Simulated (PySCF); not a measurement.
## Polarisability and C₆ of Mn⁺ (manganese, charge +1)

[Ar] 3d4 4s2, high-spin 5D determinant (an excited configuration). Computed with PySCF 2.14 in dyall-av2z (16s12p7d2f, 101 functions), with no relativity, point nucleus. Coupled (time-dependent) response in atomic units; α is the mean over directions. A double-zeta set is small for polarisabilities.

| method | mean α (bohr³) | α xx, yy, zz | C₆ (like pair) | S(−4) |
| --- | --- | --- | --- | --- |
| UHF | 40.41 | 40.63, 40.63, 39.95 | 288.6 | 867.2 |
| PBE | 34.94 | 35.47, 35.47, 33.87 | 238.0 | 633.5 |
| PBE0 | 36.42 | 36.98, 36.98, 35.32 | 251.4 | 688.7 |

S(−4) is the Cauchy moment in α(ω) = α(0) + S(−4) ω² + …

α(iu) at PBE0:

| u (hartree) | α(iu) (bohr³) |
| --- | --- |
| 0 | 36.42 |
| 0.0500 | 34.79 |
| 0.100 | 30.78 |
| 0.200 | 21.48 |
| 0.300 | 14.72 |
| 0.500 | 7.965 |
| 0.750 | 4.707 |
| 1.00 | 3.258 |
| 1.50 | 1.956 |
| 2.00 | 1.354 |
| 3.00 | 0.7858 |
| 5.00 | 0.3748 |

For an ion, C₆ is the dispersion term alone; charge-induced terms of lower order in 1/R come first.

The components differ because the open shell of this determinant is not spherical; for a pure term their mean is the scalar polarisability.
